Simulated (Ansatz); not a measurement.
Basis-set series for ClGeH4N, SMILES `[NH2][GeH2][Cl]`. The species carries charge 0 and has multiplicity 1. The geometry is a stationary point of PBE0-D4/def2-TZVP. It is one conformer, not always the lowest.

| functional | basis | functions | energy (Eh) | HOMO (eV) | LUMO (eV) |
| --- | --- | --- | --- | --- | --- |
| PBE0-D4 | def2-TZVPP | 177 | -2593.98139 | -7.93 | 0.28 |
| PBE0-D4 | def2-QZVPP | 336 | -2594.04377 | -7.98 | 0.06 |
| ωB97M-V | def2-TZVPP | 177 | -2594.28794 | -10.26 | 1.94 |
| ωB97M-V | def2-QZVPP | 336 | -2594.34854 | -10.31 | 1.49 |

(1) Give the rows for def2-SVP. (Estimate.)

## Answers

(1) Computed: 
```json
{"functional": "PBE0-D4", "basis": "def2-SVP", "functions": "84", "energy (Eh)": "-2593.48884", "HOMO (eV)": "-7.72", "LUMO (eV)": "0.72"}
{"functional": "ωB97M-V", "basis": "def2-SVP", "functions": "84", "energy (Eh)": "-2593.79473", "HOMO (eV)": "-10.02", "LUMO (eV)": "2.70"}
```

Positive LUMOs are unbound and depend on the basis. Scalar relativity is left out up to krypton.
